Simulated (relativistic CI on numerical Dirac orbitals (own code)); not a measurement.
Fe³⁺ in a cubic cluster: L2,3 absorption with charge transfer

Computed with a charge-transfer multiplet model of a cubic metal-ligand cluster with up to 3 ligand holes, Slater and spin-orbit integrals from Dirac-Coulomb-Breit ions, Slater integrals scaled by 0.8. The parameters are those of a tetrahedral site (10Dq negative, t2 hopping the larger). The ground state mixes d5 with configurations of k ligand holes L, whose averages lie at kΔ + k(k − 1)U_dd/2; a core hole lowers each added d electron by U_cd. 300 K, Lorentzian 0.4 eV and Gaussian 0.3 eV FWHM.

Atomic integrals in eV (Slater integrals scaled, ζ unscaled), ground: F2dd 9.587, F4dd 5.993, zeta_d 0.056; with the core hole: F2dd 10.208, F4dd 6.385, zeta_d 0.075, zeta_core 8.130, F2cd 5.984, G1cd 4.514, G3cd 2.566.

Cluster parameters (eV): U_dd = 7, U_cd = 8.2, 10Dq = -0.25, 10Dq(ligand) = 0, V(eg) = 0.8, V(t2g) = -1.36, final-state hopping factor = 1.

```csv
Case,n_d,d5,d6L,d7L2,d8L3,S
Δ = 0.5 eV,5.33,0.69,0.30,0.02,0.00,2.50
Δ = 2.5 eV,5.19,0.82,0.18,0.01,0.00,2.50
Δ = 4.5 eV,5.11,0.89,0.11,0.00,0.00,2.50
```

Weights, n_d and S are thermal averages at 300 K. Photon energies count from the first peak over 30 % of the highest in each spectrum, which can be another peak from case to case. The parameters are a model scan and need not match a compound or its usual spin state. Peaks in eV (height, largest 100):
- Δ = 0.5 eV: 0.0 (100), 2.2 (12), 3.9 (15), 12.4 (17), 13.9 (26)
- Δ = 2.5 eV: 0.0 (100), 1.1 (44), 2.4 (7), 4.0 (10), 12.4 (18), 14.1 (26)
- Δ = 4.5 eV: 0.0 (100), 1.2 (42), 3.5 (9), 4.2 (9), 12.4 (18), 14.2 (27)

For the case Δ = 2.5 eV, Δ = 2.5 eV is smaller than U_dd = 7 eV, the charge-transfer side of the Zaanen-Sawatzky-Allen scheme. With the core hole the configuration with one ligand hole lies at Δ + U_dd − U_cd = -0.7, 1.3, 3.3 eV from the one without, in the order of the table; where this is negative the screened configuration lies lower, though the effective hopping of about 2.6 eV (from the holes of the mixed ground state) mixes the two strongly wherever it is as large as the gap.
